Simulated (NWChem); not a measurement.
System: BiHF2; SMILES [F][BiH][F]

Here is an NWChem input.

```
start job
memory heap 200 mb stack 900 mb global 1100 mb
geometry units angstroms noautoz
  Bi    -0.194272     0.009933     0.000000
  H     -0.303830    -1.802786     0.000000
  F      1.156969     0.046359     1.513813
  F      1.156969     0.046359    -1.513813
end
basis spherical
  * library def2-svp
end
ecp
  Bi library def2-ecp
end
dft
  xc becke88 perdew86
  iterations 150
  mulliken
end
task dft energy
```

Output (shortened):

```
             Northwest Computational Chemistry Package (NWChem) 7.3.0
             --------------------------------------------------------

 CS  symmetry detected

                             Geometry "geometry" -> ""
                             -------------------------

 Output coordinates in angstroms (scale by  1.889725989 to convert to a.u.)

  No.       Tag          Charge          X              Y              Z
 ---- ---------------- ---------- -------------- -------------- --------------
    1 Bi                  83.0000    -0.23675918     0.02057003     0.00000000
    2 H                    1.0000    -0.41675584    -1.78651445     0.00000000
    3 F                    9.0000     1.11487599     0.00440009    -1.51381300
    4 F                    9.0000     1.11487599     0.00440009     1.51381300

 Effective nuclear repulsion energy (a.u.)     431.2962649112

      Symmetry information
      --------------------

 Group name             Cs
 Group number              2
 Group order               2
 No. of unique centers     3

 Summary of "ao basis" -> "ao basis" (spherical)
 ------------------------------------------------------------------------------
       Tag                 Description            Shells   Functions and Types
 ---------------- ------------------------------  ------  ---------------------
 Bi                         def2-svp                10       26   4s4p2d
 H                          def2-svp                 3        5   2s1p
 F                          def2-svp                 6       14   3s2p1d

      Symmetry analysis of basis
      --------------------------

        a'         36
        a"         23

            General Information
            -------------------
          SCF calculation type: DFT
          Wavefunction type:  closed shell.
          No. of atoms     :     4
          No. of electrons :    42
           Alpha electrons :    21
            Beta electrons :    21
          Charge           :     0
          Spin multiplicity:     1
          Use of symmetry is: on ; symmetry adaption is: on
          Maximum number of iterations: 150
          AO basis - number of functions:    59
                     number of shells:    25
          Convergence on energy requested:  1.00D-06
          Convergence on density requested:  1.00D-05
          Convergence on gradient requested:  5.00D-04

              XC Information
              --------------
                    Becke 1988 Exchange Functional  1.000
                Perdew 1981 Correlation Functional  1.000 local
                Perdew 1986 Correlation Functional  1.000 non-local

             Grid Information
             ----------------
          Grid used for XC integration:  medium
          Radial quadrature: Mura-Knowles
          Angular quadrature: Lebedev.
          Tag              B.-S. Rad. Rad. Pts. Rad. Cut. Ang. Pts.
          ---              ---------- --------- --------- ---------
          Bi                  1.60      123           8.0       590
          H                   0.35       45           8.0       434
          F                   0.50       49           8.0       434
          Grid pruning is: on
          Number of quadrature shells:   217
          Spatial weights used:  Erf1

      Superposition of Atomic Density Guess
      -------------------------------------

 Sum of atomic energies:        -444.50331437

      Non-variational initial energy
      ------------------------------

 Total energy =    -412.409890
 1-e energy   =    -915.331667
 2-e energy   =     370.713266
 HOMO         =      -0.304171
 LUMO         =      -0.020624

      Symmetry analysis of molecular orbitals - initial
      -------------------------------------------------

  Numbering of irreducible representations:

     1 a'          2 a"

  Orbital symmetries:

     1 a'          2 a"          3 a'          4 a'          5 a"
     6 a'          7 a'          8 a"          9 a'         10 a"
    11 a'         12 a'         13 a"         14 a'         15 a"
    16 a'         17 a'         18 a"         19 a"         20 a'
    21 a'         22 a"         23 a'         24 a'         25 a'
    26 a'         27 a"         28 a'         29 a'         30 a"
    31 a'

     ---------------------------------------------
      Total Density - Mulliken Population Analysis
     ---------------------------------------------

    Atom       Charge   Shell Charges
 -----------   ------   -------------------------------------------------------
    1 Bi  23    21.35   2.92 -0.87  1.19  0.65  4.71  1.26  0.85  0.55  9.76  0.32
    2 H    1     1.15   0.65  0.49  0.01
    3 F    9     9.75   1.99  1.15  0.82  3.55  2.24  0.00
    4 F    9     9.75   1.99  1.15  0.82  3.55  2.24  0.00

   convergence    iter        energy       DeltaE   RMS-Dens  Diis-err
 ---------------- ----- ----------------- --------- --------- ---------
 d= 0,ls=0.0,diis     1   -414.7740639592 -5.47D+02  6.17D-02  1.16D+00
 d= 0,ls=0.0,diis     2   -413.0099670003  1.76D+00  4.38D-02  1.79D+01
 d= 0,ls=0.0,diis     3   -414.9273303603 -1.92D+00  5.37D-03  4.37D-02
 d= 0,ls=0.0,diis     4   -414.9307392746 -3.41D-03  2.52D-03  1.07D-02
 d= 0,ls=0.0,diis     5   -414.9326581195 -1.92D-03  5.07D-04  3.34D-04
  Resetting Diis
 d= 0,ls=0.0,diis     6   -414.9327201548 -6.20D-05  1.55D-04  4.16D-05
 d= 0,ls=0.0,diis     7   -414.9327284678 -8.31D-06  4.76D-05  9.30D-07
 d= 0,ls=0.0,diis     8   -414.9327279126  5.55D-07  2.64D-05  6.32D-06
 d= 0,ls=0.0,diis     9   -414.9327286189 -7.06D-07  7.22D-06  5.63D-08

         Total DFT energy =     -414.932728618930
      One electron energy =     -916.751326443855
           Coulomb energy =      408.260613270343
    Exchange-Corr. energy =      -38.650526788971
 Nuclear repulsion energy =      132.208511343553

 Numeric. integr. density =       41.999988375102

                  Occupations of the irreducible representations
                  ----------------------------------------------

                     irrep           alpha         beta
                     --------     --------     --------
                     a'               13.0         13.0
                     a"                8.0          8.0

                       DFT Final Molecular Orbital Analysis
                       ------------------------------------

 Vector   19  Occ=2.000000D+00  E=-3.035343D-01  Symmetry=a"
              MO Center=  1.1D+00, -4.9D-03,  1.6D-11, r^2= 2.7D+00
   Bfn.  Coefficient  Atom+Function         Bfn.  Coefficient  Atom+Function
  ----- ------------  ---------------      ----- ------------  ---------------
    36      0.439777  3 F  py                50     -0.439777  4 F  py
    39     -0.315973  3 F  py                53      0.315973  4 F  py
    37      0.133322  3 F  pz                51      0.133322  4 F  pz
    40     -0.096513  3 F  pz                54     -0.096513  4 F  pz
    35      0.083833  3 F  px                49     -0.083833  4 F  px

 Vector   20  Occ=2.000000D+00  E=-3.025809D-01  Symmetry=a"
              MO Center=  1.1D+00,  1.4D-02, -1.8D-11, r^2= 2.8D+00
   Bfn.  Coefficient  Atom+Function         Bfn.  Coefficient  Atom+Function
  ----- ------------  ---------------      ----- ------------  ---------------
    37      0.377387  3 F  pz                51      0.377387  4 F  pz
    40     -0.273326  3 F  pz                54     -0.273326  4 F  pz
    35      0.231960  3 F  px                49     -0.231960  4 F  px
    38     -0.162642  3 F  px                52      0.162642  4 F  px
    36     -0.156324  3 F  py                50      0.156324  4 F  py

 Vector   21  Occ=2.000000D+00  E=-2.576796D-01  Symmetry=a'
              MO Center=  1.2D-01, -4.6D-01,  5.5D-13, r^2= 3.4D+00
   Bfn.  Coefficient  Atom+Function         Bfn.  Coefficient  Atom+Function
  ----- ------------  ---------------      ----- ------------  ---------------
    27     -0.332637  2 H  s                 12      0.316585  1 Bi py
    28     -0.312078  2 H  s                 36      0.285271  3 F  py
    50      0.285271  4 F  py                 4      0.269962  1 Bi s
     3      0.242798  1 Bi s                 39     -0.207122  3 F  py
    53     -0.207122  4 F  py                 1     -0.178746  1 Bi s

 Vector   22  Occ=0.000000D+00  E=-8.668879D-02  Symmetry=a"
              MO Center= -3.1D-01,  1.1D-05, -1.4D-16, r^2= 3.4D+00
   Bfn.  Coefficient  Atom+Function         Bfn.  Coefficient  Atom+Function
  ----- ------------  ---------------      ----- ------------  ---------------
    16      0.656364  1 Bi pz                13      0.524163  1 Bi pz
     7     -0.251892  1 Bi pz                35      0.220178  3 F  px
    49     -0.220178  4 F  px                34      0.179732  3 F  s
    48     -0.179732  4 F  s                 38     -0.177563  3 F  px
    52      0.177563  4 F  px                20     -0.163976  1 Bi d  1

 Vector   23  Occ=0.000000D+00  E=-8.062766D-02  Symmetry=a'
              MO Center= -1.4D-01,  4.5D-02, -2.9D-14, r^2= 3.4D+00
   Bfn.  Coefficient  Atom+Function         Bfn.  Coefficient  Atom+Function
  ----- ------------  ---------------      ----- ------------  ---------------
    14      0.633591  1 Bi px                11      0.491037  1 Bi px
     3      0.401700  1 Bi s                  5     -0.234989  1 Bi px
    37      0.234815  3 F  pz                51     -0.234815  4 F  pz
    15      0.212901  1 Bi py                28      0.201958  2 H  s
    40     -0.195406  3 F  pz                54      0.195406  4 F  pz

 Vector   24  Occ=0.000000D+00  E=-2.439160D-02  Symmetry=a'
              MO Center= -3.1D-01, -3.7D-01, -6.3D-15, r^2= 4.1D+00
   Bfn.  Coefficient  Atom+Function         Bfn.  Coefficient  Atom+Function
  ----- ------------  ---------------      ----- ------------  ---------------
    28      1.032973  2 H  s                 15      0.839506  1 Bi py
     3     -0.619806  1 Bi s                 12      0.475882  1 Bi py
    27      0.279371  2 H  s                  1      0.270336  1 Bi s
     6     -0.203869  1 Bi py                 4     -0.188869  1 Bi s
    14     -0.130672  1 Bi px                36      0.103561  3 F  py

     ---------------------------------------------
      Total Density - Mulliken Population Analysis
     ---------------------------------------------

    Atom       Charge   Shell Charges
 -----------   ------   -------------------------------------------------------
    1 Bi  23    22.05   2.94 -0.87  1.40  0.44  4.72  1.28  1.36  0.59  9.71  0.48
    2 H    1     1.13   0.69  0.43  0.01
    3 F    9     9.41   1.99  1.12  0.85  3.30  2.15  0.00
    4 F    9     9.41   1.99  1.12  0.85  3.30  2.15  0.00

     -------------------------------------------
      Total Density - Lowdin Population Analysis
     -------------------------------------------

    Atom       Charge   Shell Charges
 -----------   ------   -------------------------------------------------------
    1 Bi  23    22.20   1.48  0.48  1.10  0.73  4.07  1.67  1.43  0.91  9.33  1.00
    2 H    1     1.12   0.62  0.47  0.03
    3 F    9     9.34   1.98  1.05  0.84  3.19  2.28  0.00
    4 F    9     9.34   1.98  1.05  0.84  3.19  2.28  0.00

     Multipole analysis of the density
     ---------------------------------

     L   x y z        total         alpha         beta         nuclear
     -   - - -        -----         -----         ----         -------
     0   0 0 0      0.000000    -21.000000    -21.000000     42.000000

     1   1 0 0     -1.560389    -14.202494    -14.202494     26.844599
     1   0 1 0      0.298858      1.315581      1.315581     -2.332304
     1   0 0 1     -0.000000     -0.000000     -0.000000      0.000000

     2   2 0 0    -29.706509    -57.413236    -57.413236     85.119963
     2   1 1 0      0.080031     -1.247044     -1.247044      2.574119
     2   1 0 1     -0.000000     -0.000000     -0.000000      0.000000
     2   0 2 0    -28.742429    -20.087978    -20.087978     11.433528
     2   0 1 1     -0.000000     -0.000000     -0.000000      0.000000
     2   0 0 2    -32.130876    -89.717454    -89.717454    147.304033
```

Level: BP86/def2-SVP with def2 effective core potentials on Bi. The geometry was optimised at PBE0/def2-SVP. def2 effective core potentials on Bi; no spin-orbit coupling.
